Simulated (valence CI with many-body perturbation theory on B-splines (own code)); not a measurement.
# Cd⁷⁺: E2, M1 decay

Level of theory: configuration interaction combined with many-body perturbation theory (CI+MBPT): five valence electrons over a frozen Dirac-Fock core [Kr], radial functions for each j: 7 s, 7 p, 8 d, 6 f, 4 g, 1 h, with the one-electron correlation potential Σ1 (screened to all orders), the two-electron term Σ2, the three-electron term Σ3, Breit, model QED; selected single and double excitations, second order for the rest, scaled by the run's own slope (own B-spline code, finite nucleus).

No measured levels were compared; by estimate terms of the open shell hold to 2 to 4 % of their energy, and close levels can change places; different configurations can be misplaced against each other by 1,000 to 8,000 cm⁻¹. Core correlation moves these levels by up to 22000 cm⁻¹, and in measured spectra 5 to 20 % of such shifts remained as error; rates that hang on mixing are uncertain with them. Among the levels kept, up to 1500 cm⁻¹ of a level comes from second order outside the variational space, and about a tenth of that is noise between levels of different J, which matters for small intervals. Only levels of the ground parity were solved; by the run's estimate the other parity begins above the list, which can be wrong where configurations are misplaced.

Lines 51 to 100 of 120 in falling wavelength, among levels below 337500 cm⁻¹, chosen from the decays that carry over 1 % of a level's rate. Wavelengths and rates use the calculated energies, so an error of 2000 cm⁻¹ moves a line at 755.4 nm by 15 % and its rate by three times that or more. Electric multipoles are in the length gauge, E1 and E2 with the static RPA response of the core. Weak lines are less certain than strong ones. Lines between different terms over intervals too small for the method are left out, as are lines whose strength nearly cancels. Where a level lies close to another of its J and parity, the split of strength between their lines is uncertain.

Names give the largest LS component (configuration and term), which can be under half, so a name can repeat, a term be missing and a line seem to break the LS rules; names also repeat where a configuration has a term twice. Letters in brackets count levels of one name in rising energy.

```
λ vac (nm)           Upper        Lower  Type   A (s⁻¹)  Branch %
     755.4     4d5 2I_11/2   4d5 4G_9/2    M1  8.61e-01      22.1
     737.7     4d5 2I_11/2  4d5 4G_11/2    M1  3.03e+00      77.9
     696.8  4d5 2D_3/2 [a]   4d5 4P_1/2    M1  2.50e+00      11.6
     689.4     4d5 2H_11/2  4d5 2I_13/2    M1  5.32e+00      11.5
     663.6  4d5 2D_3/2 [b]   4d5 4D_3/2    M1  7.57e+00      36.9
     658.0  4d5 2F_7/2 [a]   4d5 4D_5/2    M1  5.11e-01       1.5
     647.0     4d5 2I_13/2  4d5 4G_11/2    M1  2.37e-01      75.8
     639.9  4d5 2D_5/2 [a]   4d5 4P_3/2    M1  2.22e+00       3.9
     628.7  4d5 2D_3/2 [b]   4d5 4D_5/2    M1  3.29e+00      16.0
     609.9  4d5 2D_3/2 [a]   4d5 4P_3/2    M1  1.00e+01      46.3
     609.6     4d5 2H_11/2  4d5 2I_11/2    M1  1.46e+01      31.4
     609.5  4d5 2D_3/2 [b]   4d5 4D_1/2    M1  4.07e+00      19.8
     595.4  4d5 2D_5/2 [a]   4d5 4P_5/2    M1  3.50e+01      60.9
     570.8  4d5 2G_7/2 [a]   4d5 4D_5/2    M1  1.41e+00       8.2
     569.3  4d5 2D_3/2 [a]   4d5 4P_5/2    M1  5.11e-01       2.4
     561.1      4d5 4F_7/2   4d5 4P_5/2    M1  1.57e-01       3.4
     555.5  4d5 2G_9/2 [a]  4d5 2I_11/2    M1  4.17e+00      25.6
     543.8      4d5 2H_9/2   4d5 4D_7/2    M1  2.25e+00       8.6
     540.5  4d5 2F_5/2 [a]   4d5 4D_3/2    M1  2.15e+00       9.0
     536.4  4d5 2F_7/2 [a]   4d5 4D_7/2    M1  9.66e+00      27.8
     529.0  4d5 2D_5/2 [a]   4d5 4G_7/2    M1  8.57e+00      14.9
     520.1      4d5 4F_7/2   4d5 4G_9/2    M1  3.52e+00      76.2
     520.1      4d5 4F_7/2   4d5 4G_9/2    E2  5.37e-02       1.2
     517.1  4d5 2F_5/2 [a]   4d5 4D_5/2    M1  1.85e+00       7.8
     512.8      4d5 4F_9/2   4d5 4G_9/2    M1  2.10e-01       2.6
     504.6      4d5 4F_9/2  4d5 4G_11/2    M1  3.59e+00      44.4
     504.6      4d5 4F_9/2  4d5 4G_11/2    E2  1.27e-01       1.6
     501.8      4d5 4F_7/2   4d5 4G_7/2    M1  7.13e-02       1.5
     495.0      4d5 4F_9/2   4d5 4G_7/2    M1  1.84e+00      22.7
     493.4  4d5 2D_5/2 [a]   4d5 4G_5/2    M1  2.99e+00       5.2
     477.0  4d5 2G_7/2 [a]   4d5 4D_7/2    M1  3.47e+00      20.2
     475.4  4d5 2D_3/2 [a]   4d5 4G_5/2    M1  7.99e+00      37.0
     469.6      4d5 4F_7/2   4d5 4G_5/2    M1  2.45e-01       5.3
     438.9  4d5 2F_5/2 [a]   4d5 4D_7/2    M1  1.65e+00       7.0
     436.1      4d5 4F_5/2   4d5 4G_7/2    M1  6.19e+00      44.8
     431.0  4d5 2D_3/2 [b]   4d5 4P_3/2    M1  4.07e-01       2.0
     422.6  4d5 2F_7/2 [a]   4d5 4P_5/2    M1  3.57e-01       1.0
     411.6      4d5 4F_5/2   4d5 4G_5/2    E2  1.62e-01       1.2
     410.3  4d5 2D_3/2 [b]   4d5 4P_5/2    M1  6.17e-01       3.0
     403.0      4d5 2H_9/2   4d5 4G_9/2    M1  1.16e+01      44.0
     403.0  4d5 2G_9/2 [a]   4d5 4D_7/2    M1  3.34e+00      20.6
     398.9  4d5 2F_7/2 [a]   4d5 4G_9/2    M1  1.55e+01      44.5
     397.9      4d5 2H_9/2  4d5 4G_11/2    M1  3.84e+00      14.6
     391.9      4d5 2H_9/2   4d5 4G_7/2    M1  4.90e+00      18.6
     388.1  4d5 2F_7/2 [a]   4d5 4G_7/2    M1  4.28e+00      12.3
     375.4  4d5 2F_5/2 [a]   4d5 4P_3/2    M1  5.50e-01       2.3
     368.5  4d5 2F_7/2 [a]   4d5 4G_5/2    M1  3.66e-01       1.1
     365.1  4d5 2G_7/2 [a]   4d5 4G_9/2    M1  5.89e+00      34.4
     359.7  4d5 2F_5/2 [a]   4d5 4P_5/2    M1  7.24e-01       3.0
     359.2  4d5 2D_3/2 [b]   4d5 4G_5/2    M1  1.15e+00       5.6
```
